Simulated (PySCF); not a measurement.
## Mayer bond orders and bond lengths

C8H10AlN.
Numbering: `[CH3:1][C:2]#[N+:3][AlH2-:4][c:5]1[cH:6][cH:7][cH:8][cH:9][cH:10]1` (hydrogens: H11, H12, H13 on C1; H14, H15 on Al4; H16 on C6; H17 on C7; H18 on C8; H19 on C9; H20 on C10)

Geometry (PBE0-D3(BJ)/def2-SVP, Å), atoms numbered from 1 in this order:
```
atom  x, y, z in Å
C1     3.4942    0.4915   -2.1754
C2     2.7223   -0.2060   -1.1721
N3     2.1017   -0.7543   -0.3721
Al4    0.8997   -1.5890    1.0520
C5    -0.7364   -0.5193    0.7261
C6    -0.9616    0.7005    1.3900
C7    -2.0936    1.4776    1.1406
C8    -3.0405    1.0489    0.2110
C9    -2.8483   -0.1579   -0.4610
C10   -1.7120   -0.9255   -0.2022
H11    2.8934    1.3097   -2.5983
H12    3.7757   -0.2032   -2.9796
H13    4.4046    0.9083   -1.7215
H14    1.7523   -1.2119    2.3563
H15    0.8836   -3.1040    0.5291
H16   -0.2356    1.0547    2.1304
H17   -2.2416    2.4198    1.6761
H18   -3.9309    1.6522    0.0144
H19   -3.5905   -0.5032   -1.1865
H20   -1.5873   -1.8737   -0.7370
```

Bond orders from the PBE0/pcSseg-1 density (PySCF). One conformer (not necessarily the lowest) at the PBE0-D3(BJ)/def2-SVP geometry, without solvent, vibrations or thermal averaging.

How far do the computed orders between heavy atoms stray from the drawn ones?

The largest departure is 0.669, at N3–Al4 (drawn single, 0.331), counting aromatic bonds as 1.5. Drawn single, order below 0.88: N3–Al4 (0.331) and Al4–C5 (0.763). The bonds drawn aromatic range from 1.40 to 1.43. The SMILES, with its formal charges, is one Lewis structure only.

Give the Mayer order of every bond between heavy atoms, beside its length.

```
  bond  drawn as  length (Å)  Mayer order
 C1–C2    single       1.445        1.059
 C2–N3    triple       1.151        2.746
N3–Al4    single       2.042        0.331
Al4–C5    single       1.982        0.763
 C5–C6  aromatic       1.407        1.402
 C6–C7  aromatic       1.396        1.432
 C7–C8  aromatic       1.394        1.423
 C8–C9  aromatic       1.395        1.423
C9–C10  aromatic       1.395        1.432
C10–C5  aromatic       1.407        1.402
```

By pair of heavy elements: C–C: lowest C1–C2 (1.059, 1.445 Å), highest C6–C7 and C9–C10 (1.432, 1.396 Å). Bonds named together lie within 0.004.

And the bonds to hydrogen?

C–H: 0.92 to 0.97 (8 bonds); Al–H: 0.89 (2 bonds).

Sum the orders of all bonds at each heavy atom with more than one neighbour and set the sums beside the valence in the SMILES.

C1 3.829 (drawn 4), C2 3.805 (drawn 4), N3 3.077 (drawn 4), Al4 2.879 (drawn 4), C5 3.567 (drawn 4), C6 3.803 (drawn 4), C7 3.820 (drawn 4), C8 3.813 (drawn 4), C9 3.820 (drawn 4), C10 3.804 (drawn 4). Orders between atoms that aren't bonded are not in these sums.

The Mayer order sums products of elements of PS (density times overlap matrix) between the two atoms' basis functions, so it depends on the basis set.
